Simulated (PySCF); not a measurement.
# Electric field gradients and quadrupole coupling constants

Species: C₇H₅NO.
Geometry (GFN2-xTB, Å), atoms numbered from 1 in this order:
```xyz
14
C7H5NO angstrom
C     -3.0164    0.5241    0.3224
C     -1.9751   -0.2261   -0.0590
C     -2.1534   -1.5045   -0.6571
N     -2.2840   -2.5343   -1.1398
C     -0.6261    0.1760    0.0942
C      0.5432    0.4592    0.1975
C      1.9135    0.8724    0.3555
C      2.8960   -0.1512   -0.1484
O      2.2169    1.9332    0.8430
H     -2.8666    1.4901    0.7735
H     -4.0288    0.1824    0.1886
H      2.7126   -0.3432   -1.2043
H      2.7557   -1.0870    0.3901
H      3.9119    0.2084   -0.0080
```

Field gradients from the PBE0/pcSseg-1 density (PySCF, non-relativistic), principal values in atomic units, ordered |Vxx| ≤ |Vyy| ≤ |Vzz|:

```
atom     Vxx     Vyy      Vzz
  N4  0.4816  0.5084  -0.9900
  O9  0.5583  1.5193  -2.0776
```

Problem. Find the asymmetry η = (Vxx − Vyy)/Vzz and the couplings χ = eQV/h (234.96 MHz × Q in barn × V in au), with Q(14N) = 0.02044 b, Q(17O) = −0.0256 b.

Solution. 
```tsv
atom	environment	nucleus	η	χzz (MHz)	χxx (MHz)	χyy (MHz)
N4	nitrile nitrogen	14N	0.03	-4.755	2.313	2.442
O9	ketone oxygen	17O	0.46	12.50	-3.36	-9.14
```

The gradient is axial or nearly so (η below 0.05) at N4. The tensor is traceless: Vxx + Vyy + Vzz = 0.

Problem. What is Vzz at O9 in SI units (1 au = 9.71736 × 10²¹ V/m²)?

Solution. -2.0776 au = -20.189 × 10²¹ V/m².

Problem. And the gradient at the other heavy atoms, for which no coupling is worked out here?

Solution. 
```tsv
atom	environment	Vzz (au)	η
C1	terminal =CH2 carbon	0.444	0.01
C2	fully substituted alkene carbon	-0.195	0.15
C3	nitrile carbon	-0.361	0.03
C5	alkyne carbon	-0.263	0.79
C6	alkyne carbon	-0.293	0.20
C7	ketone carbonyl carbon	0.458	0.43
C8	methyl carbon next to a carbonyl	0.078	0.82
```

Problem. What couplings would deuterons (Q(2H) = 0.00286 b) have in place of the hydrogens, at this geometry?

Solution. 
```json
{"atom": "H10", "bonded to": "C1", "bond length (Å)": "1.077", "Vzz (au)": "0.3278", "η": "0.03", "χzz (kHz)": "220"}
{"atom": "H11", "bonded to": "C1", "bond length (Å)": "1.077", "Vzz (au)": "0.3276", "η": "0.04", "χzz (kHz)": "220"}
{"atom": "H12", "bonded to": "C8", "bond length (Å)": "1.089", "Vzz (au)": "0.3099", "η": "0.04", "χzz (kHz)": "208"}
{"atom": "H13", "bonded to": "C8", "bond length (Å)": "1.089", "Vzz (au)": "0.3100", "η": "0.04", "χzz (kHz)": "208"}
{"atom": "H14", "bonded to": "C8", "bond length (Å)": "1.087", "Vzz (au)": "0.3121", "η": "0.02", "χzz (kHz)": "210"}
```

Isolated species at its GFN2-xTB geometry, gas phase. GFN2-xTB bond lengths can be off by several hundredths of an ångström, more for odd bonds, and the gradients follow them. These gradients aren't converged with respect to the basis.
